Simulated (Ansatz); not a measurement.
C2H5BFN (`BC(=N)CF`) at its PBE0-D4/def2-TZVP geometry, where that method's forces vanish. Total charge 0; spin multiplicity 1.

```xyz
10

B    -0.9471    0.8511   -0.9402
C     0.0805   -0.1819   -0.3677
N     0.7625   -0.8071   -1.2423
C     0.3229   -0.2606    1.1118
F    -0.8289    0.0903    1.7924
H    -0.8487    2.0003   -0.6258
H    -1.7745    0.5038   -1.7230
H     1.5120   -1.3665   -0.8224
H     1.1115    0.4428    1.4023
H     0.6098   -1.2722    1.4150
```

What forces (eV/Å) does r2SCAN-D4/def2-TZVPP give on these atoms in Ansatz 0.2.0? (An estimate is asked.)

Computed: 
```
B1  -0.009 -0.007  0.005
C2  -0.212  0.190  0.170
N3   0.133 -0.159 -0.323
C4   0.299 -0.112 -0.102
F5  -0.331  0.114  0.189
H6   0.006 -0.027 -0.012
H7   0.024  0.016  0.026
H8   0.065 -0.014  0.034
H9   0.016  0.009  0.006
H10  0.010 -0.010  0.007
```
